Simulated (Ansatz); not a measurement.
Start from `NB(Cl)[O][GeH3]` and change one atom or group to get `NB(N)Cl`.

Ansatz, PBE0-D4/def2-TZVP geometries, multiplicity 1. Each molecule was computed in one conformer, which needn't be the lowest.

Scalar relativity is left out up to krypton.

```tsv
property	`NB(Cl)[O][GeH3]`
size of the dipole moment (PBE/def2-TZVPP) / D	3.56
zero-point energy (PBE0-D4/def2-TZVP) / kJ/mol	159.9
HOMO–LUMO gap (PBE/def2-TZVPP) / eV	5.67
LUMO energy (B3LYP/def2-TZVPP) / eV	-0.30
LUMO energy (ωB97M-V/def2-TZVPP) / eV	1.63
LUMO energy (PBE0/def2-TZVPP) / eV	-0.04
```

Task: What does the change do to each property? (An estimate is asked.)

Result: Computed: 
```tsv
property	`NB(N)Cl`	shift
size of the dipole moment (PBE/def2-TZVPP) / D	2.78	-0.78
zero-point energy (PBE0-D4/def2-TZVP) / kJ/mol	155.6	-4.3
HOMO–LUMO gap (PBE/def2-TZVPP) / eV	5.85	0.18
LUMO energy (B3LYP/def2-TZVPP) / eV	0.37	0.67
LUMO energy (ωB97M-V/def2-TZVPP) / eV	2.02	0.39
LUMO energy (PBE0/def2-TZVPP) / eV	0.74	0.78
```

With PBE0 the HOMO rises by 0.67 eV and the LUMO rises by 0.78 eV, so the gap widens by about 0.11 eV. PBE moves the HOMO by 0.67 eV and ωB97M-V by 0.66 eV. The zero-point energy changes by -4.3 kJ/mol with -6 modes. Dipoles are sizes alone; their direction can turn.

B3LYP here is the variant with VWN-RPA as its local correlation; programs differ in this.
